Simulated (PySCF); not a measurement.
Basis-set dependence of BiF⁺ at PBE0

PySCF, UKS reference; doublet, unpaired electrons π ↑; De to Bi⁺ + F without counterpoise correction.

| basis | relativity | functions | Re (Å) | ωe (cm⁻¹) | De (eV) | μ (D) |
| --- | --- | --- | --- | --- | --- | --- |
| cc-pVDZ-PP/cc-pVDZ | scalar-relativistic core potentials | 37 | 1.986 | 658 | n/a | -3.21 |
| def2-SVP | scalar-relativistic core potentials | 40 | 1.983 | 659 | n/a | -3.23 |
| def2-SVPD | scalar-relativistic core potentials | 55 | 1.990 | 644 | n/a | -3.33 |

Problem. How does each smaller set differ from the one with most functions, def2-SVPD?

Solution. cc-pVDZ-PP/cc-pVDZ: -0.4 pm, +2.2 % in ωe; def2-SVP: -0.7 pm, +2.3 % in ωe. All at PBE0; the set with most functions is neither the basis-set limit nor always the best.

A positive dipole points towards F; it is taken about the centre of mass and depends on that origin. These are scalar-relativistic numbers at best; spin–orbit coupling would shift them, the dissociation energy most. The state is the lowest determinant that a PBE0 search found; another state may lie lower at other levels.
